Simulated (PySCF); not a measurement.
C₆ coefficients of unlike pairs at r2SCAN0

Calculated with PySCF 2.14 from the dipole response of each species, C₆(A,B) = (3/π) ∫ α_A(iu) α_B(iu) du, in atomic units, from isotropic polarisabilities. For ions this is the dispersion term alone; charge-induced terms of lower order in 1/R come first.

```
species           configuration                                                                                   basis      relativity  α (bohr³)  C₆ (like pair)
    Te⁻  [Kr] 4d10 5s2 5p5 (2P)  aug-cc-pVTZ-PP with one added diffuse shell each of d, f type with ECP28MDF (6s5p5d3f)  core potential      95.35            1468
      F       [He] 2s2 2p5 (2P)                                                                  aug-cc-pVTZ (5s4p3d2f)            none      3.422           9.365
    V²⁺           [Ar] 3d3 (4F)        aug-cc-pVTZ with one added diffuse shell each of s, p, d, f, g type (9s8p6d4f3g)            none      4.376           13.34
```

(1) Estimate C₆ for V²⁺ with F.

No spin-orbit coupling is included.

The other pairs:

| pair | C₆ |
| --- | --- |
| V²⁺, Te⁻ | 113.4 |
| F, Te⁻ | 93.32 |

## Answers

(1) The integral gives 11.16. The combination rule 2 C_A C_B / (C_A α_B/α_A + C_B α_A/α_B) gives 11.15 and the geometric mean 11.18.
